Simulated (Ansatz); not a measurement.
Ansatz (a first-principles code) input (wB97X-V/def2-TZVPD):

Ansatz 0.2 input:
```yaml
crystal:
  periodic: [false, false, false]
  atoms:
    - {symbol: Mg, position_ang: [0.00000000, 0.00000000, 0.00000000]}
    - {symbol: Cl, position_ang: [-0.00000000, -0.00000000, -2.17569806]}
    - {symbol: Cl, position_ang: [0.00000000, 0.00000000, 2.17569806]}
basis:
  gaussian:
    orbitals: def2-TZVPD
hamiltonian:
  xc: {name: wB97X-V}
total_charge: 1
magnetization: {spin_polarized: true, initial_magnetization: 1}
```

Output:

```
Functional definition: wB97X-V
integrals: 0.08 GiB planned
886 factors; their error is unknown
integrals: 0.11 GiB planned
232 factors; integrals over basis functions are off by at most 3.6e-5 eV
mean field: 0.90 GiB planned
mean field evaluation 1: about -30476.3913 eV, gradient 2.0e1 eV
mean field evaluation 2: about -30477.7746 eV, gradient 1.3e1 eV
mean field evaluation 4: about -30478.2716 eV, gradient 2.9e-1 eV
mean field evaluation 8: about -30478.3354 eV, gradient 7.0e-3 eV
mean field evaluation 16: about -30478.3354 eV, gradient 6.6e-5 eV
mean field evaluation 32: about -30478.2960 eV, gradient 2.3e0 eV
mean field -30478.33544087 eV, -1120.0581684942 hartree, gradient 1.0e-6 eV, S^2 0.760692; 3 other end points of the search recorded, 0 dependent functions left out
reference -30478.33543775 eV, -1120.0581683797 hartree; 23, 22 occupied and 104, 105 virtual orbitals, 886 factors
Total energy: -30478.33543775 eV, -1120.0581683797 hartree
```

This state (charge 1, doublet) is run at the relaxed geometry of the species with charge 0 and multiplicity 1.
